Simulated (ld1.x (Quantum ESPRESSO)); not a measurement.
## Before and after: ultrasoft potential for C (Z = 6)

ld1.x (Quantum ESPRESSO) 7.5 input, shortened:

```
&input
   title='C', zed=6., rel=1, dft='PBESOL', iswitch=3,
   config='[He] 2s2 2p2 3d-2'
 /
 &inputp
   pseudotype=3, tm=.true., lloc=-1, rcloc=2.25,
   nlcc=.true., new_core_ps=.true., rcore=0.60,
   which_augfun='PSQ', rmatch_augfun=1.30
 /
6
2S  1  0   2.00   0.00  1.15  1.35  0.0
2S  1  0   0.00   0.85  1.15  1.35  0.0
2P  2  1   2.00   0.00  2.15  2.90  0.0
2P  2  1   0.00   1.60  2.15  2.90  0.0
3D  3  2  -2.00   0.15  2.55  3.05  0.0
3D  3  2  -2.00   0.80  2.55  3.05  0.0
 &test
   configts(1)='2s2 2p2'
 /
```

Change: local potential all-electron potential smoothed inside 3.54 bohr (lloc = -1).

Cutoffs: the cutoffs (Ry, on a coarse ladder) from which the occupation-weighted sum of valence levels, in a spherical-Bessel basis at the reference potential, stays within 10 and 1 mRy of its value at 400 Ry; they do not see the model core or the augmentation charge, which bear on the density cutoff. Errors are all-electron minus pseudo energies relative to the spin-unpolarised reference configuration.

Question: What does the change do?

Answer: The potential gets neither clearly harder nor softer (8 Ry and 15 Ry → 8 Ry and 15 Ry); the s channel sets the loose cutoff, while the largest relative change is in p, which becomes softer; of the 7 tests that both files solve, the error grows in 3 and shrinks in 1 by more than 15 % and 0.3 meV (median size 1.5 → 2.2 meV); neither file shows a bound ghost.

```tsv
quantity	base	changed
cutoff, loose	8 Ry	8 Ry
cutoff, tight	15 Ry	15 Ry
loose cutoff by channel (10 mRy a level)	s 8 Ry, p 8 Ry	s 8 Ry, p 6 Ry
bound ghosts	none	none
error for 2s2 2p1, meV [ΔE 10.79 eV]	-0.6	-1.0
error for 2s2 2p0, meV [ΔE 34.81 eV]	-16	+6.9
error for 2s1 2p0, meV [ΔE 82.77 eV]	-1.4	+54
error for 2s2 2p2.3, meV [ΔE -1.14 eV]	+0.7	-0.5
error for 2s1 2p2, meV [ΔE 19.50 eV]	+1.7	-2.2
error for 2s1 2p3, meV [ΔE 8.43 eV]	-1.5	-1.6
error for 2s0 2p4, meV [ΔE 16.87 eV]	-6.5	-6.6
lowest overlap eigenvalue by channel	s 0.62, p 0.79, d 0.88	s 0.79, p 0.86, d 0.98
```
